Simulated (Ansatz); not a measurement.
The same group exchange along the group O, S, Se, Te.

Calculated with Ansatz (gas phase, PBE0-D4/def2-TZVP geometries, no zero-point term in ΔE). CBS: MP2 limit from def2 TZ/QZ plus the TZ coupled-cluster correction, frozen cores. This one scheme is used for every species. Functionals use def2-TZVPP. B3LYP here is the variant with VWN-RPA as its local correlation; programs differ in this. def2 core potentials past Kr. For Se, Te outer-core shells are correlated without core-valence functions, which leaves a few kJ/mol of doubt a bond. Scalar relativity is left out up to krypton. One conformer a species, not always the lowest.

```
                                             reaction  B3LYP-D4 (kJ/mol)  PBE0-D4 (kJ/mol)  B2PLYP (kJ/mol)  HF/CBS(def2) (kJ/mol)  CCSD(T)/CBS(def2) (kJ/mol)
          `OC(F)[SiH3]` + SiH₄ → silanol + `FC[SiH3]`               -131              -126             -136                   -144                        -138
        `FC([SiH3])S` + SiH₄ → `[SiH3]S` + `FC[SiH3]`                -86               -89              -90                   -102                         -89
`FC([SiH3])[SeH]` + SiH₄ → `[SiH3][SeH]` + `FC[SiH3]`                -89               -93              -92                   -107                         -92
`FC([SiH3])[TeH]` + SiH₄ → `[SiH3][TeH]` + `FC[SiH3]`                -86               -94              -89                   -106                         -86
```

Largest T1 diagnostic: 0.012, for `FC([SiH3])S`.
